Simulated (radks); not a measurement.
Results of a calculation; reference values are marked as such.
Problem. Neutral caesium, [Xe] 6s1. Level of theory: non-relativistic Kohn-Sham, exchange-only LDA, spin-polarised, spherical densities, point nucleus (a radial shooting solver on a logarithmic mesh with Libxc functionals). Every spin shell is full or empty, so the densities are truly spherical. Functionals are evaluated on that one density, not self-consistently. Rank these orbital-free kinetic functionals by their error against the exact value of the orbitals, and give that value: Thomas-Fermi, von Weizsacker, TF + vW, TF + vW/9, TF + vW/5, LC94, APBEK, revAPBEK, Perdew 92, Thakkar, Pearson, LKT, PG1, DePristo-Kress, Ernzerhof.

Solution. Exact: 7545.28 hartree. From best to worst, with 100 (|E| - |E exact|)/|E exact| (equal figures are ties): LC94 +0.04, APBEK +0.09, DePristo-Kress -0.13, revAPBEK +0.26, Ernzerhof -0.44, Thakkar -0.63, Perdew 92 -0.69, TF + vW/9 -0.70, Pearson -0.92, TF + vW/5 +2.88, Thomas-Fermi -5.17, PG1 +14.46, LKT +18.45, TF + vW +35.08, von Weizsacker -59.75.
